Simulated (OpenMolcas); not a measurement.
**O²⁺: effect of the active space**

```yaml
Program: OpenMolcas
Method: CASSCF or its RAS form
Basis: ANO-RCC-VQZP
Scalar_Hamiltonian: DKH2, point nucleus
Spin-orbit_coupling: RASSI with atomic mean-field integrals over the reference wave functions, term energies averaged over their components
```

A. 2 electrons in 3 orbitals (2p); 2S+1 = 3 even, 3 roots; 2S+1 = 1 even, 6 roots; cost roughly 2.3 core-seconds
B. 4 electrons in 4 orbitals (2s 2p); 2S+1 = 3 even, 6 roots; 2S+1 = 1 even, 11 roots; 2S+1 = 5 odd, 1 root; 2S+1 = 3 odd, 9 roots; 2S+1 = 1 odd, 8 roots; cost of the order of 21 core-seconds
C. 4 electrons in 8 orbitals (2s 2p 3s 3p); 2S+1 = 3 even, 3 roots; 2S+1 = 1 even, 11 roots; 2S+1 = 5 odd, 1 root; 2S+1 = 3 odd, 9 roots; 2S+1 = 1 odd, 8 roots; cost about 27 core-seconds
D. 2 electrons in 9 orbitals (RAS2 2p; RAS3 3s 3d, at most 1 electron); 2S+1 = 3 even, 3 roots; 2S+1 = 1 even, 6 roots; 2S+1 = 3 odd, 3 roots; 2S+1 = 1 odd, 3 roots; cost about 21 core-seconds
E. 4 electrons in 9 orbitals (RAS2 2s 2p; RAS3 3d, at most 2 electrons); 2S+1 = 3 even, 6 roots; 2S+1 = 1 even, 11 roots; 2S+1 = 5 odd, 1 root; 2S+1 = 3 odd, 9 roots; 2S+1 = 1 odd, 8 roots; cost roughly 40 core-seconds

Energies in cm⁻¹ above 2s² 2p² ³P₀, the measured ground level; measured values from Moore, Selected Tables of Atomic Spectra, NSRDS-NBS 3, section 11.

| Level | A | B | C | D | E | Measured |
| --- | --- | --- | --- | --- | --- | --- |
| 2s² 2p² ³P₀ | 0.0 | 0.0 | 0.0 | 0.0 | 0.0 | 0.0 |
| 2s² 2p² ³P₁ | 111 | 104 | 108 | 111 | 103 | 113 |
| 2s² 2p² ³P₂ | 328 | 306 | 317 | 328 | 303 |  |
| 2s² 2p² ¹D₂ | 22850 | 22676 | 22988 | 22850 | 22351 | 20273 |
| 2s² 2p² ¹S₀ | 56328 | 40557 | 39659 | 56328 | 46670 | 43186 |

Deviations, from unrounded energies. A percentage is the sum of absolute deviations over the sum of measured energies, with the sign that they share, or ± where signs differ.

```csv
Against measurement,Levels,A,B,C,D,E
mean absolute deviation (cm-1),3,5200,1700,2100,5200,1900
fine structure of the ground term (%),1,-2.1,-8.4,-4.9,-2.1,-9.3
other terms of the ground configuration (%),2,+24.8,±7.9,±9.8,+24.8,+8.8
```

B lies closest to measurement on these levels and A furthest from it. The largest miss of B in the table is 2s² 2p² ¹S₀, by -2600 cm-1. The ranking rests on the paired levels alone, and a cruder setting can come out closer through cancelling errors.

Among A to E the level of the table that moves most is 2s² 2p² ¹S₀, by 17000 cm-1 (lowest in C, highest in A).

With the s shell closed, the reference lacks s² → p² mixing (holds for A; D). Active for correlation alone: 3p 3s; no level in the range computed is led by a configuration that fills them, so any true level of that kind is missing (holds for C). Active for correlation alone: 3d; no level in the range computed is led by a configuration that fills it, so any true level of that kind is missing (holds for E). Computed and measured levels are paired by configuration, term and J; levels that our copy of the source lacks, or whose pairing is in doubt (as where it misses far off the trend of its configuration), stay unpaired and out of the deviations. Levels of configurations outside the active space are missing. The table leaves out levels that lie high or whose names do not pair safely across all columns.
